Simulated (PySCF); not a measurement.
Job for PySCF: R-B3LYP/6-311+G** on C3H8O (SMILES CCOC), a point of a torsion scan.

```python
from pyscf import gto, scf, dft, mp
from pyscf.data.elements import chemcore

mol = gto.M(
    atom='''
    C     0.52015275   -0.84128140    1.29794189
    C     0.55676836   -0.72165162   -0.22058824
    O    -0.66480373   -0.41323600   -0.87928868
    C    -1.68990987    0.17884188   -0.12462732
    H     1.51588687   -1.10686485    1.64391074
    H     0.23444411    0.09788536    1.76383960
    H    -0.17042913   -1.61985623    1.61466300
    H     1.28922686    0.05774944   -0.48720169
    H     0.89188676   -1.66553908   -0.66231290
    H    -1.38551223    1.14241187    0.30249982
    H    -2.04866066   -0.47309358    0.67811823
    H    -2.50247627    0.34984181   -0.82951239
    ''',
    basis='6-311+g**',
    charge=0, spin=0, verbose=3, max_memory=1800)
mf = dft.RKS(mol, xc='b3lyp')
mf.conv_tol = 1e-8
mf.max_cycle = 100
mf.kernel()
if not mf.converged:
    mf = mf.newton().run(mf.mo_coeff, mf.mo_occ)
```

Program output:

```
converged SCF energy = -194.397715359502
```

Self-consistency was reached.

Cost: roughly 11 core-seconds.
